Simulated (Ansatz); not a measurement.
`C[AsH][SiH3]` + `B[SiH2]OCC` → `B[SiH2][AsH]C` + `CCO[SiH3]`  (redistribution)

Isolated molecules relaxed with PBE0-D4/def2-TZVP in Ansatz; ΔE leaves out vibrations. CCSD(T)/CBS is the MP2 limit (def2-TZVPP, def2-QZVPP) plus CCSD(T) − MP2 in def2-TZVPP, frozen cores. For As outer-core shells are correlated without core-valence functions, which leaves a few kJ/mol of doubt a bond. Scalar relativity is left out up to krypton. One conformer a species, not always the lowest.

```
        species  CCSD/CBS(def2) energy (Eh)
 `C[AsH][SiH3]`                 -2566.32322
   `B[SiH2]OCC`                  -470.52649
`B[SiH2][AsH]C`                 -2591.68365
    `CCO[SiH3]`                  -445.16930
```

Q: Work out ΔE.

A: ΔE = (-2591.68365) + (-445.16930) − (-2566.32322) − (-470.52649) = -0.00324 Eh = -8.5 kJ/mol. CCSD(T)/CBS gives -9.8 kJ/mol.

Largest T1 diagnostic among the species: 0.012.

In def2-TZVPP, CCSD(T) changes the Hartree–Fock value by −4.4 kJ/mol (the triples alone add −1.2 kJ/mol) and MP2 by −6.7 kJ/mol.
